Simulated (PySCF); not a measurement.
Structure elucidation problem

An unknown has the formula C$_{6}$H$_{9}$ClOSi. Its calculated NMR data are:

¹H NMR (500 MHz, computed): δ 6.08 (m, 1H), 5.64 (m, 1H), 5.60 (m, 1H), 5.32 (s, 2H), 4.88 (d, 2H), 1.71 (s, 2H).

¹³C{¹H} NMR (computed): δ 165.9, 143.2, 126.6, 77.9, 72.6, 17.8.

Method: geometry from GFN2-xTB, GIAO PBE0/pcSseg-1 shieldings, in PySCF 2.14.0 with density-fitted response routines (one averaged value for each set of equivalent atoms, no relativistic terms, no solvent model, one computed conformer).

Chemical shifts δ = σref − σ; ¹H (31.72 ppm), ¹³C (186.93 ppm) against TMS, all at this level.

Deduce the structure.

Answers


The formula gives 3 degrees of unsaturation (1 ring in the answer). 6 carbon signals for 6 carbons: no two carbons are equivalent. Carbon types of the structure: 2 × C, 1 × CH, 3 × CH2, leaving 2 H on heteroatoms. δC 165.9: alkene carbon bearing oxygen; an sp2 carbon further deshielded by the attached heteroatom. δC 143.2: alkene CH; as expected for a trigonal carbon in a double bond. δC 126.6: terminal =CH2 carbon; as expected for a trigonal carbon in a double bond. δC 77.9: allylic sp3 CH2 bonded to O; pulled downfield by the heteroatom. δC 72.6: β carbon of an enol-ether or enamine type C=C; the O or N lone pair pushes π density onto this β carbon and shields it. δH 5.64, 5.60: hydrogen on a terminal =CH2 carbon; attached to an sp2 carbon and in the plane of the double bond. δH 4.88: hydrogen on an allylic sp3 CH2 bonded to O; its carbon carries O, which withdraws density.

Structure: `C=CCOC1=C([SiH2]Cl)C1`.

The shifts were computed for this structure.

Shifts are as computed. Against solution values, carbons near 30 ppm lie about +3 ppm off and those near 130 ppm about +5 ppm. Of 1211 compounds with measured shifts, 218 miss one by over three times the rms of a fit or turn the order of signals round; such compounds aren't used in these exercises. No couplings were computed; multiplicities are counted from neighbouring protons, with m where these are inequivalent, close in shift, in a saturated or five-membered ring or joined by F or P, and br s for small geminal =CH2 splittings.
